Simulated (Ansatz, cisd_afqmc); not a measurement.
System: Cl, charge 0, doublet.

Total energies in aug-cc-pV(Q+d)Z, 7 correlated electrons, 5 frozen orbitals. UHF or UKS for unpaired electrons; spin-orbit terms are left out. Correlated methods leave the cores frozen. No relativity. AFQMC is phaseless with a CISD trial state; ± is one standard error, without the phaseless bias. Outlying blocks are dropped, and bars are widened where a walk drifts. Over all cases where full CI ran beside it in this data, AFQMC minus full CI had a median of +0.1 mEh and passed +0.4 mEh in a tenth of the cases.

| method | program | energy (Eh) | minus CCSDT(Q) (mEh) |
|---|---|---|---|
| HF | Ansatz | -459.48924 | 207.63 |
| MP2 | Ansatz | -459.66628 | 30.59 |
| CCSD | Ansatz | -459.68843 | 8.44 |
| CCSD(T) | Ansatz | -459.69589 | 0.98 |
| CCSDT(Q) | Ansatz | -459.69687 | 0.00 |
| AFQMC/CISD | cisd_afqmc | -459.6963 ± 0.0002 | 0.6 ± 0.2 |

Ansatz is an electronic-structure program.
